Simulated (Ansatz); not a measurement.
Basis sets compared for BiH2F. Charge 0, multiplicity 1. Geometry PBE-D4/def2-TZVP. Ansatz on 2 threads of Arm Neoverse V1 on a shared host; times are rough, and most runs start from earlier orbitals.

```xyz
4

Bi    0.500    0.261    0.546
H    -1.083    1.080    0.188
H    -0.385   -1.320    0.696
F     0.968   -0.021   -1.430
```

In the def2 sets Bi takes a core potential; there is no spin–orbit coupling.

Binding counts from free atoms (Bi quartet, H doublet, F doublet) in the same basis, without a counterpoise term.

| level | functions | energy (Eh) | HOMO (eV) | LUMO (eV) | binding per atom (eV) | wall time |
| --- | --- | --- | --- | --- | --- | --- |
| PBE-D4/def2-SVP | 50 | -315.5090 | -6.62 | -2.27 | 2.32 | 0.45 s |
| PBE-D4/def2-TZVP | 93 | -315.6569 | -6.90 | -2.56 | 2.39 | 0.65 s |
| r2SCAN-D4/def2-TZVP | 93 | -315.7809 | -7.22 | -2.29 | 2.28 | 1.6 s |
| PBE0-D4/def2-SVP | 50 | -315.4802 | -7.91 | -1.49 | 2.16 | 0.65 s |
| PBE0-D4/def2-TZVP | 93 | -315.6251 | -8.09 | -1.78 | 2.24 | 1.3 s |

Q: Estimate the rows for PBE-D4/def2-TZVPD, r2SCAN-D4/def2-TZVPD, PBE0-D4/def2-TZVPD.

A: 
| level | functions | energy (Eh) | HOMO (eV) | LUMO (eV) | binding per atom (eV) | wall time |
| --- | --- | --- | --- | --- | --- | --- |
| PBE-D4/def2-TZVPD | 114 | -315.6596 | -6.97 | -2.66 | 2.40 | 1 s |
| r2SCAN-D4/def2-TZVPD | 114 | -315.7830 | -7.27 | -2.36 | 2.29 | 2.1 s |
| PBE0-D4/def2-TZVPD | 114 | -315.6273 | -8.13 | -1.87 | 2.25 | 1.2 s |
